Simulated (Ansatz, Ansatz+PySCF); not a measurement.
```yaml
atoms:
  - { symbol: N, position_ang: [0.0000, 0.0000, 0.1216] }
  - { symbol: H, position_ang: [0.9358, 0.0000, -0.2837] }
  - { symbol: H, position_ang: [-0.4679, 0.8105, -0.2837] }
  - { symbol: H, position_ang: [-0.4679, -0.8105, -0.2837] }
```

Basis set: 6-31G (spherical functions). Correlated methods keep 1 orbital frozen. Charge 0, multiplicity 1.

Computed with Ansatz (development build ahead of 0.2.0); each method stands on the lowest determinant of its kind that the runs found. Restricted open shells among the atoms or ions are ROHF, correlated in semicanonical orbitals with singles. Restricted functionals stand beside restricted open-shell atoms, which can lie above the unrestricted atoms usual in DFT and then raise those values.

The atomization energy at this shape (free ground-state atoms in the same class of orbitals less the molecule, no zero-point energy) of singlet NH₃:

| method | atomization energy |
| --- | --- |
| PBE0 (unrestricted) | 11.83 eV |
| PBE0 (restricted) | 11.86 eV |
| RHF-CCSD(T) | 10.25 eV |
| RHF-MP2 | 10.08 eV |
| UHF-MP2 | 10.05 eV |
| RHF | 7.69 eV |

Problem. What does UHF give?

Solution. 7.61 eV.

This basis has no polarisation functions and is too small for such energies, which can lie far from measured ones in either direction.
